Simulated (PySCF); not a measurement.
Isomers of C8H12OSi, mass 152.066 u with the commonest isotopes. The calculation used PBE0/pcSseg-1 in PySCF (dipole) on a GFN2-xTB geometry, gas phase. One conformer each, none proved a minimum here; rigid rotors.

Question: Order these by dipole moment, largest first.
A. `[CH2:1]=[C:2]1[CH:3]=[CH:4][O:5][Si@H:6]1[CH:7]1[CH2:8][CH2:9][CH2:10]1` with O5–Si6–C7–C8 -57°, C1–C2–C3–C4 180°, C3–C4–O5–Si6 2°, C4–O5–Si6–C7 -122°, Si6–C7–C8–C9 134°
B. `[cH:1]1[cH:2][o:3][c:4]([SiH:5]2[CH2:6][CH2:7][CH2:8][CH2:9]2)[cH:10]1` with O3–C4–Si5–C6 171°, C4–Si5–C6–C7 133°, Si5–C6–C7–C8 -39°, C6–C7–C8–C9 52°, C7–C8–C9–Si5 -37°
C. `[CH3:1][C:2]#[C:3][C@@:4]1([SiH3:5])[CH2:6][C@H:7]1[C:8]([CH3:9])=[O:10]` with C6–C7–C8–C9 -162°

Answer: C (2.03 D), A (1.01 D), B (0.88 D).

Question: Order these by rotational constant C, smallest first.
A. `[CH2:1]=[C:2]1[CH:3]=[CH:4][O:5][Si@H:6]1[CH:7]1[CH2:8][CH2:9][CH2:10]1` with O5–Si6–C7–C8 -57°, C1–C2–C3–C4 180°, C3–C4–O5–Si6 2°, C4–O5–Si6–C7 -122°, Si6–C7–C8–C9 134°
B. `[cH:1]1[cH:2][o:3][c:4]([SiH:5]2[CH2:6][CH2:7][CH2:8][CH2:9]2)[cH:10]1` with O3–C4–Si5–C6 171°, C4–Si5–C6–C7 133°, Si5–C6–C7–C8 -39°, C6–C7–C8–C9 52°, C7–C8–C9–Si5 -37°
C. `[CH3:1][C:2]#[C:3][C@@:4]1([SiH3:5])[CH2:6][C@H:7]1[C:8]([CH3:9])=[O:10]` with C6–C7–C8–C9 -162°

Answer: B (608.6 MHz), C (623.9 MHz), A (705.5 MHz).

Question: Order these by rotational constant B, smallest first.
A. `[cH:1]1[cH:2][o:3][c:4]([SiH:5]2[CH2:6][CH2:7][CH2:8][CH2:9]2)[cH:10]1` with O3–C4–Si5–C6 171°, C4–Si5–C6–C7 133°, Si5–C6–C7–C8 -39°, C6–C7–C8–C9 52°, C7–C8–C9–Si5 -37°
B. `[CH3:1][C:2]#[C:3][C@@:4]1([SiH3:5])[CH2:6][C@H:7]1[C:8]([CH3:9])=[O:10]` with C6–C7–C8–C9 -162°
C. `[CH2:1]=[C:2]1[CH:3]=[CH:4][O:5][Si@H:6]1[CH:7]1[CH2:8][CH2:9][CH2:10]1` with O5–Si6–C7–C8 -57°, C1–C2–C3–C4 180°, C3–C4–O5–Si6 2°, C4–O5–Si6–C7 -122°, Si6–C7–C8–C9 134°

Answer: A (644.6 MHz), C (788.7 MHz), B (1012 MHz).

```tsv
SMILES	point group	Ia (u·Å²)	Ib (u·Å²)	Ic (u·Å²)	κ	μa (D)	μb (D)	μc (D)
CC#C[C@@]1([SiH3])C[C@H]1C(C)=O	C1	469.72	499.60	810.06	0.72	0.51	1.66	1.06
C=C1C=CO[Si@H]1C1CCC1	C1	236.85	640.75	716.31	-0.88	0.58	0.73	0.41
c1coc([SiH]2CCCC2)c1	C1	177.30	783.99	830.44	-0.97	0.08	0.65	0.58
```
